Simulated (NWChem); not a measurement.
Molecule: CCuFO; SMILES [F][Cu]<-[C-]#[O+]

```xyz
4

Cu     0.0000     0.0000     0.3537
F      0.0000     0.0000     2.0940
O      0.0000     0.0000    -2.5635
C      0.0000     0.0000    -1.4326
```
Atoms are numbered in this order, from 1.

Program: NWChem. Coordinates come from a PBE0/def2-SVP optimisation.

**Question.** Order these by “highest occupied level (eV)”, lowest first: TPSS/pcseg-1; TPSS/pcseg-2; TPSS/aug-pcseg-1; TPSS/def2-SVP.

**Answer.** TPSS/aug-pcseg-1 (-6.99), TPSS/pcseg-2 (-6.88), TPSS/pcseg-1 (-6.72), TPSS/def2-SVP (-6.53)
